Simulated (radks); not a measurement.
Species: Ge3+. Configuration: [Ar] 3d10 4s1. Calculated with a radial shooting solver on a logarithmic mesh with Libxc functionals: Dirac Kohn-Sham, PBE, spin-unpolarised, spherical densities, finite nucleus; Fermi nuclear charge, rms radius 4.0742 fm. Some entries of the table are withheld. Estimate them.

orbital  occ.  eigenvalue (eV)  <1/r> (bohr^-1)  <r> (bohr)
1s1/2       2              (1)            32.38     0.04700
2s1/2       2        -1405.270            7.150      0.2098
2p1/2       2        -1253.770              (2)      0.1812
2p3/2       4        -1221.889              (3)      0.1848
3s1/2       2              (4)            2.292      0.6239
3p1/2       2        -152.4641            2.165      0.6392
3p3/2       4        -148.1855            2.119      0.6498
3d3/2       4         -63.4412            1.802      0.7218
3d5/2       6         -62.8488            1.790      0.7266
4s1/2       1              (5)              (6)       1.849
4p1/2       0         -30.3226           0.6093       2.134
4p3/2       0         -29.9404           0.6011       2.160

Answer. 
(1) 1s1/2 eigenvalue (eV): -10992.39
(2) 2p1/2 <1/r> (bohr^-1): 7.111
(3) 2p3/2 <1/r> (bohr^-1): 6.917
(4) 3s1/2 eigenvalue (eV): -202.4402
(5) 4s1/2 eigenvalue (eV): -40.4504
(6) 4s1/2 <1/r> (bohr^-1): 0.7122
